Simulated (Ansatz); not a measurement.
CH$_{5}$NOSn, relaxed with RKS PBE-D4/def2-SVP in Ansatz from a rough embedded geometry. The force threshold is 0.03 eV/Å; the program also tests the step.

Total charge 0; spin multiplicity 1. Sn takes the def2 core potential. The bonds changed during the relaxation, so this is another structure than the one it started from.

Start:

```xyz
9

N     1.765   -0.589    0.342
Sn    0.066   -0.351   -0.716
C    -1.387    0.768    0.331
O    -1.485   -0.463    0.548
H     1.923    0.205    0.981
H     2.602   -0.637   -0.335
H    -0.245   -1.491   -1.996
H    -1.008    1.392    1.188
H    -2.230    1.166   -0.342
```

Question: How much energy does the relaxation release, and in how many steps? (Estimate.)

Answer: Computed: 149.24 kJ/mol, in 16 steps, 2 of them rejected.

Question: Which bonds change most? (Best estimate.)

Answer: Ansatz gave: N1–H6 from 1.078 to 1.024 Å; Sn2–H7 from 1.742 to 1.793 Å; C3–O4 from 1.253 to 1.219 Å; N1–Sn2 from 2.015 to 2.048 Å.

Question: Give the relaxed structure. (An estimate is asked.)

Answer: Ansatz gave: 
```xyz
9

N     2.060   -0.380    0.014
Sn    0.541    0.224   -1.219
C    -1.916    0.676    0.526
O    -1.933   -0.543    0.527
H     2.601    0.262    0.599
H     2.319   -1.354    0.194
H     0.178   -1.458   -1.724
H    -1.314    1.279    1.269
H    -2.536    1.295   -0.188
```
